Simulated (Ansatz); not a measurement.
Cost and result for the atomization energy of `O=C([SeH])O[SiH3]` (9 atoms, 8 bonds).

```xyz
9

O     1.671   -0.253    0.671
C     1.056    0.439   -0.088
Se    1.893    1.854   -1.072
O    -0.245    0.312   -0.334
Si   -1.070   -0.922    0.498
H     0.664    2.266   -1.759
H    -2.453   -0.775   -0.004
H    -0.510   -2.241    0.133
H    -1.006   -0.681    1.955
```

Total charge 0; spin multiplicity 1. Correlated methods include outer-core shells of Se, which these sets cover unevenly. Scalar relativity is left out up to krypton. Geometry: relaxed with PBE0-D4/def2-TZVP. It is one conformer, not always the lowest. Program: Ansatz. All runs use 4 threads of an Arm Neoverse N1 on a shared host. Times are those of one run each, without the atoms' runs, and a repeat can differ threefold. Electronic energies, without spin–orbit coupling; frozen cores. CCSD(T)/CBS adds CCSD(T) − MP2 in def2-TZVPP to the MP2 limit, and its time is that of the two runs behind it. T1 = 0.014. With those shells the extrapolation isn't a true limit. B3LYP takes the VWN-RPA correlation (the form of Gaussian; ORCA's B3LYP/G).

CCSD(T)/CBS is a level of theory with its own doubt, some kJ/mol a heavy atom from the limit and from the frozen cores, so smaller differences don't rank the functionals.

```csv
level,functions,wall time
PBE-D4/def2-TZVPP (with forces),239,4.1 s
PBE0-D4/def2-TZVPP,239,5.5 s
B3LYP-D4/def2-TZVPP (with forces),239,8.5 s
r2SCAN-D4/def2-TZVPP (with forces),239,9 s
B2PLYP/def2-TZVPP,239,10 s
ωB97X-V/def2-TZVPP,239,14 s
ωB97M-V/def2-TZVPP (with forces),239,21 s
MP2/def2-QZVPP,450,38 s
CCSD(T)/def2-TZVPP,239,5.8 min
CCSD(T)/CBS(def2),–,6.4 min
```

Task: What atomization energy does each give, and how far from CCSD(T)/CBS? (Estimate.)

Result: Ansatz gave: 
```
                             level  atomization (kcal/mol)  difference from CCSD(T)/CBS  per bond
   PBE-D4/def2-TZVPP (with forces)                   796.3                         19.8       2.5
                PBE0-D4/def2-TZVPP                   771.4                         -5.1      -0.6
 B3LYP-D4/def2-TZVPP (with forces)                   773.3                         -3.2      -0.4
r2SCAN-D4/def2-TZVPP (with forces)                   780.5                          4.0       0.5
                 B2PLYP/def2-TZVPP                   765.6                        -10.9      -1.4
                ωB97X-V/def2-TZVPP                   779.2                          2.7       0.3
  ωB97M-V/def2-TZVPP (with forces)                   775.5                         -1.0      -0.1
                    MP2/def2-QZVPP                   787.3                         10.8       1.3
                CCSD(T)/def2-TZVPP                   752.4                        -24.1      -3.0
                 CCSD(T)/CBS(def2)                   776.5                          0.0       0.0
```

In def2-TZVPP, CCSD(T) changes the Hartree–Fock value by +227.5 kcal/mol (the triples alone add +16.8 kcal/mol) and MP2 by +248.1 kcal/mol; breaking electron pairs costs correlation energy, which Hartree–Fock lacks. The D4 term adds +8.4 kcal/mol with B3LYP and +4.4 kcal/mol with PBE0; it sums over pairs of atoms, weighted by their polarisabilities, and B3LYP, whose exchange is more repulsive, gets the larger term. From PBE to PBE0 (25 % exact exchange), in def2-TZVPP and without D4, the atomization energy moves by −24.1 kcal/mol: exact exchange takes away binding that semilocal exchange gives to molecules.
